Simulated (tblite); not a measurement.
Run record: tight-binding relaxation, `C/C=C/P1(=S)CCC1`.

Computed with GFN2-xTB geometry optimisation, gas phase (tblite 0.8.0). Start geometry: from a force field or distance geometry. The command runs a driver script over a list of jobs; the input below is this job's line of settings and its coordinates in Å.

Command:
```bash
OMP_NUM_THREADS=1 python probes_run.py task.json out
```

Input:
```
{"job": {"kind": "relax", "xc": "GFN2-xTB", "basis": "xTB"}, "charge": 0, "multiplicity": 1}
C      3.215700     0.189500    -0.596500
C      1.730800    -0.050700    -0.619000
C      1.166500    -0.269400     0.570600
P     -0.583800    -0.562600     0.663400
S     -1.114100    -1.745800     1.794500
C     -1.503800    -0.540100    -0.906800
C     -2.662200     0.014500    -0.101000
C     -1.638900     0.911600     0.587400
H      3.468000     1.135600    -1.134700
H      3.598200     0.336900     0.432300
H      3.781800    -0.610600    -1.126000
H      1.176900    -0.062700    -1.543500
H      1.759900    -0.249800     1.497900
H     -1.652500    -1.544000    -1.343800
H     -1.146900     0.257800    -1.601600
H     -3.434300     0.534400    -0.650100
H     -3.050900    -0.682800     0.684700
H     -1.949900     1.333900     1.536600
H     -1.170300     1.613500    -0.136700
```

**Question.** Give the output.

**Answer.** 
```
step      E/eV     max force
  0    -656.36982   14.200
  1    -657.21629    6.488
  2    -657.70542    3.870
  3    -657.96555    2.260
  4    -658.05450    0.824
  5    -658.13598    0.571
  6    -658.21789    0.725
  7    -658.24185    0.578
  8    -658.27339    0.429
  9    -658.30677    0.609
... (126 lines left out)
136    -658.65024    0.036
137    -658.65052    0.034
138    -658.65072    0.029
139    -658.65085    0.027
140    -658.65096    0.020
141    -658.65104    0.016
142    -658.65110    0.014
143    -658.65113    0.010
144    -658.65115    0.010
145    -658.65117    0.008
```

«max force» is the largest atomic force in eV/Å.

**Question.** From which step on does the largest force stay under 0.1 eV/Å, and how much energy is left to gain from there?

**Answer.** From step 117 (0.093 eV/Å), 10.0 meV above the end.

Main results: energy lowered by 52.6 kcal/mol over 145 steps; largest atomic force 0.008 eV/Å at the end.

**Question.** Give the final coordinates.

**Answer.** 1.047 Å rms from the input after alignment:
```
atom  x, y, z in Å
C1     3.0960    0.3492   -0.8528
C2     1.7550   -0.2361   -0.5854
C3     0.9883    0.0743    0.4526
P4    -0.5710   -0.7718    0.8013
S5    -0.4108   -2.3137    1.9658
C6    -1.5776   -0.8014   -0.7684
C7    -2.1534    0.5820   -0.4180
C8    -1.8312    0.5712    1.0873
H9     3.0997    0.8556   -1.8179
H10    3.3797    1.0560   -0.0771
H11    3.8414   -0.4441   -0.8982
H12    1.4015   -0.9568   -1.3132
H13    1.3203    0.7609    1.2231
H14   -2.3269   -1.5911   -0.6932
H15   -1.0652   -0.8844   -1.7242
H16   -1.5961    1.3688   -0.9251
H17   -3.2109    0.6989   -0.6506
H18   -2.6552    0.1790    1.6852
H19   -1.4935    1.5127    1.5164
```

**Question.** Estimate the wall time. Hardware: one thread, Arm Neoverse V1 (aarch64), shared host with 32 logical CPUs at a one-minute load of 18.

**Answer.** About 1.2 s.
Labels such as C1 count atoms from 1, the log's own numbers from 0.
